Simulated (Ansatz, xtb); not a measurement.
# Relative energy of two isomers of C4H7N3OS

Structure X: `CCS(=O)c1ncn[nH]1`, a singlet. Structure Y: `CCS(=O)c1nc[nH]n1`, a singlet. Both are isolated molecules in the gas phase, relaxed with B3LYP/def2-SVP; each stands in its lowest conformer found.

Quicker runs give these differences E(Y) − E(X): GFN2-xTB +18.4 kJ/mol; HF/STO-3G +19.9 kJ/mol (at GFN2-xTB geometries); r2SCAN-D4/def2-SVP +20.4 kJ/mol (at GFN2-xTB geometries).

Estimate E(Y) − E(X) at the level CCSD(T)/def2-SVP + ΔMP2/def2-TZVPP.

Calculated at CCSD(T)/def2-SVP + ΔMP2/def2-TZVPP: E(Y) − E(X) = +18.6 kJ/mol, so structure X lies lower.

How the difference moves with the method:

```csv
level,geometry,E(Y) − E(X) (kJ/mol),departure from the last row (kJ/mol),"job, with rough time for the two"
GFN2-xTB,GFN2-xTB,+18.4,−0.2,"optimisation, 0.86 s"
HF/STO-3G,GFN2-xTB,+19.9,+1.3,"single point, 2.8 s"
r2SCAN-D4/def2-SVP,GFN2-xTB,+20.4,+1.8,"single point, 15 s"
B3LYP/def2-SVP,B3LYP/def2-SVP,+19.1,+0.5,"optimisation, 4.8 min"
HF/def2-SVP,B3LYP/def2-SVP,+21.2,+2.6,part of the CCSD(T) run
MP2/def2-SVP,B3LYP/def2-SVP,+20.6,+2.0,part of the CCSD(T) run
CCSD(T)/def2-SVP,B3LYP/def2-SVP,+19.7,+1.1,single point
CCSD(T)/def2-SVP + ΔMP2/def2-TZVPP,B3LYP/def2-SVP,+18.6,,"single point, 9 min"
```

As drawn, both hold the same kinds of bond in the same numbers.

The levels shown agree on the order. The largest departure from CCSD(T)/def2-SVP + ΔMP2/def2-TZVPP is that of HF/def2-SVP, 2.6 kJ/mol. The last row adds to CCSD(T) the change of the MP2 difference between the two basis sets, here −1.1 kJ/mol.

With thermal terms from frequencies at re-optimised GFN2-xTB minima (ideal gas, soft modes damped towards free rotors, one conformer each, 298.15 K, 1 atm): on the last row, ΔE + ΔZPE = +17.9, ΔH = +18.1, ΔG = +18.0 kJ/mol.

The correlated steps freeze 13 core orbitals. Run with Ansatz 0.2.0, xtb 6.7.1; the last row on 2 threads of Intel(R) Xeon(R) Processor @ 2.50GHz (Skylake/Cascade Lake) on a shared host.
